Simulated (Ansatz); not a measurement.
Reaction (hydrogenolysis of a B–C bond): `O=CB(F)[SiH3]` + H₂ → `FB[SiH3]` + `C=O`

Gas-phase electronic energies from Ansatz, PBE0-D4/def2-TZVP geometries. CBS: MP2 limit from def2 TZ/QZ plus the TZ coupled-cluster correction, frozen cores. This one scheme is used for every species. Functionals use def2-TZVPP. One conformer a species, not always the lowest.

```tsv
species	r2SCANh-D4 energy (Eh)
`O=CB(F)[SiH3]`	-529.87524
H₂	-1.17099
`FB[SiH3]`	-416.57548
`C=O`	-114.47895
```

Question: Work out ΔE.

Answer: ΔE = (-416.57548) + (-114.47895) − (-529.87524) − (-1.17099) = -0.00820 Eh = -21.5 kJ/mol. CCSD(T)/CBS gives -22.3 kJ/mol.

Largest T1 diagnostic among the species: 0.015.

In def2-TZVPP, CCSD(T) changes the Hartree–Fock value by +22.4 kJ/mol (the triples alone add +4.9 kJ/mol) and MP2 by +23.7 kJ/mol. From PBE to PBE0 (25 % exact exchange), in def2-TZVPP and without D4, ΔE moves by −4.6 kJ/mol. The D4 term adds +8.1 kJ/mol with B3LYP and +4.5 kJ/mol with PBE0; it sums over pairs of atoms, weighted by their polarisabilities, and B3LYP, whose exchange is more repulsive, gets the larger term.

B3LYP here is the variant with VWN-RPA as its local correlation; programs differ in this.
